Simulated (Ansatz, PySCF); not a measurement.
CH7FO2Si2, SMILES O[SiH2][C@@H](O)[SiH2]F. Atoms are numbered in the order given.

```xyz
13

O     -1.1558     1.7979     0.8058
Si    -1.5126     0.3273     0.1189
C     -0.0778    -0.8912     0.3972
O     -0.3702    -2.1973    -0.0891
Si     1.4583    -0.3067    -0.5159
F      1.4980     1.3214    -0.2647
H     -0.2982     2.1502     0.5346
H     -2.7283    -0.2091     0.7971
H     -1.7708     0.4128    -1.3522
H      0.1696    -0.8869     1.4805
H     -1.1105    -2.5541     0.4136
H      1.3343    -0.5345    -1.9792
H      2.7303    -0.8686     0.0142
```
Charge 0, spin multiplicity 1.

Geometry optimised at PBE0-D3(BJ)/def2-SVP. The structure was generated by enumeration; whether it is a known compound was not checked. One conformer was computed; it need not be the lowest.

Two levels are set side by side: PBE-D3(BJ)/def2-SVP (Ansatz, a first-principles code) and PBE0-D3(BJ)/def2-SVP (Ansatz). Each level has its own optimised geometry; the coordinates shown are those of the second. Frequencies come from the Hessian of PySCF at each geometry. Differences are taken from unrounded values.

```tsv
quantity	PBE0-D3(BJ)
mean bond length (Å)	1.460
bond O1–Si2 (Å)	1.662
bond Si2–C3 (Å)	1.903
bond C3–O4 (Å)	1.424
bond C3–Si5 (Å)	1.880
bond Si5–F6 (Å)	1.648
bond O1–H7 (Å)	0.966
bond Si2–H8 (Å)	1.492
bond Si2–H9 (Å)	1.496
bond C3–H10 (Å)	1.111
bond O4–H11 (Å)	0.963
bond Si5–H12 (Å)	1.486
bond Si5–H13 (Å)	1.488
highest harmonic wavenumber (cm⁻¹)	3868
mean harmonic wavenumber (cm⁻¹)	1119
zero-point energy (kcal/mol)	52.78
```

What does PBE-D3(BJ) give, and how far is it from PBE0-D3(BJ)? (The exact figures need the calculation; the answer reports its results.)


```
quantity                            PBE-D3(BJ)  PBE-D3(BJ) minus PBE0-D3(BJ)
----------------------------------  ----------  ----------------------------
mean bond length (Å)                     1.473                         0.013
bond O1–Si2 (Å)                          1.679                         0.017
bond Si2–C3 (Å)                          1.916                         0.014
bond C3–O4 (Å)                           1.439                         0.015
bond C3–Si5 (Å)                          1.892                         0.012
bond Si5–F6 (Å)                          1.665                         0.017
bond O1–H7 (Å)                           0.978                         0.012
bond Si2–H8 (Å)                          1.503                         0.011
bond Si2–H9 (Å)                          1.508                         0.012
bond C3–H10 (Å)                          1.120                         0.009
bond O4–H11 (Å)                          0.975                         0.012
bond Si5–H12 (Å)                         1.498                         0.012
bond Si5–H13 (Å)                         1.500                         0.012
highest harmonic wavenumber (cm⁻¹)        3688                          -180
mean harmonic wavenumber (cm⁻¹)           1077                           -42
zero-point energy (kcal/mol)             50.80                         -1.98
```

Exact exchange shortens and stiffens bonds; PBE has none. Differences between two approximate levels are no errors against the true value.
